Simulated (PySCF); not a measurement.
# Bond lengths and vibrations by method: BGeH3NO

Calculated results; nothing here was measured. They come from PySCF 2.14.0, an open-source quantum chemistry program, on an isolated molecule that a program drew, which may never have been made. The molecule is BGeH3NO (charge 0, doublet), drawn as the SMILES string `B=[N][GeH][OH]`.

The geometry was optimised and harmonic frequencies were computed with HF and MP2, all in the cc-pVDZ basis, for the commonest isotopes, with a restricted reference for singlets and an unrestricted one otherwise, and a frozen core in MP2. Germanium has the cc-pVDZ-PP basis, with a core potential (ECP10MDF) in place of its 10 inner electrons, and its 3s, 3p and 3d shells are frozen in MP2. Each result is a local minimum of its method.

Geometry at the HF minimum:
```xyz
7
BGeH3NO, angstrom
B     1.2787   -2.5564    0.2321
N     1.6081   -1.5195    0.8326
Ge    2.2486   -0.1451    1.8338
O     0.8687    0.8299    2.3907
H     0.9573   -3.5277   -0.3410
H     3.1022    0.7957    0.9673
H     0.0916    0.3284    2.5943
```

Lengths of the bonds as drawn, in Å (atoms numbered as above):
```
  bond     HF    MP2
 B1-N2  1.243  1.272
N2-Ge3  1.817  1.849
Ge3-O4  1.779  1.807
 B1-H5  1.173  1.181
Ge3-H6  1.538  1.544
 O4-H7  0.947  0.970
```

Rotational constants, in GHz:
| constant | HF | MP2 |
|---|---|---|
| A | 13.31 | 13.28 |
| B | 3.191 | 3.048 |
| C | 2.621 | 2.529 |

Harmonic frequencies in cm^-1, each column in rising order, so a row needn't be the same motion in every method:
| rank | HF | MP2 |
|---|---|---|
| 1 | 114 | 99 |
| 2 | 153 | 145 |
| 3 | 168 | 188 |
| 4 | 305 | 293 |
| 5 | 576 | 533 |
| 6 | 703 | 650 |
| 7 | 735 | 698 |
| 8 | 743 | 703 |
| 9 | 817 | 706 |
| 10 | 826 | 714 |
| 11 | 945 | ? |
| 12 | 1962 | 1810 |
| 13 | 2153 | 2121 |
| 14 | 2983 | 2901 |
| 15 | 4150 | 3842 |

**Estimate the missing MP2 frequency from the HF column.**

A single factor s that minimises the squared misfit of MP2 against s times HF over the other rows is sum(HF x MP2) / sum(HF^2) = 0.9423, with an rms misfit of 48 cm^-1. For rank 11 it gives 0.9423 x 945 = 890 cm^-1. The calculation gives 927 cm^-1, 37 cm^-1 above the estimate. The drawn bonds are on average 1.5 % longer in MP2 than in HF.
